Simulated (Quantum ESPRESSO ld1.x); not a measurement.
Results of a calculation; reference values are marked as such.
Task: The mean radii <r> (bohr) of the occupied orbitals of an atom or ion are listed with their occupations. Code: ld1.x of Quantum ESPRESSO 7.5. Model: scalar-relativistic Kohn-Sham, LDA (Slater exchange, Perdew-Zunger correlation), spin-polarised, spherical densities, point nucleus.

| orbital | occ. | <r> |
|---|---|---|
| 1s up | 1 | 0.03432 |
| 1s down | 1 | 0.03432 |
| 2s up | 1 | 0.1494 |
| 2s down | 1 | 0.1492 |
| 2p up | 3 | 0.1301 |
| 2p down | 3 | 0.1299 |
| 3s up | 1 | 0.3960 |
| 3s down | 1 | 0.3973 |
| 3p up | 3 | 0.3910 |
| 3p down | 3 | 0.3926 |
| 3d up | 5 | 0.3596 |
| 3d down | 1 | 0.3618 |

Name the element and its charge. Open shells, if any, are filled with parallel spins first.

Result: Z = 43, technetium, charge +19: Tc19+ in [Ar] 3d6. The 1s radius gives Z: for a bare nucleus <r> = (2 gamma + 1)/(2Z) with gamma = sqrt(1 - (Z/c)^2), 0.03371 bohr for Z = 43, and screening makes it slightly larger (0.03432 here). The occupations add up to 24, and the charge is Z minus that.
